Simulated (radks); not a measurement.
Coulomb parameter of the 3d shell of the copper ion Cu3+ in the model configuration [Ar] 3d6.5 4p1.5, as a second difference U = [E(n + 1) + E(n - 1) - 2 E(n)] / (1)^2 with all orbitals relaxed. "Bare": the charge of the atom changes with n. "Screened": the 4p shell takes up the change at fixed total charge, which measures U(3d,3d) + U(4p,4p) - 2 U(3d,4p). Calculated with a radial shooting solver on a logarithmic mesh with Libxc functionals: Dirac Kohn-Sham, LDA (Slater exchange, Perdew-Wang correlation), spin-unpolarised, spherical densities, point nucleus; open shells are shared between the two j in proportion to 2j + 1.

| case | configuration | E - E(n) (eV) |
|---|---|---|
| start | [Ar] 3d6.5 4p1.5 | 0.000 |
| bare +1 | [Ar] 3d7.5 4p1.5 | -52.983 |
| bare -1 | [Ar] 3d5.5 4p1.5 | 75.239 |
| screened +1 | [Ar] 3d7.5 4p0.5 | -29.370 |
| screened -1 | [Ar] 3d5.5 4p2.5 | 36.678 |

U(bare) = 22.255 eV, U(screened by 4p) = 7.308 eV.
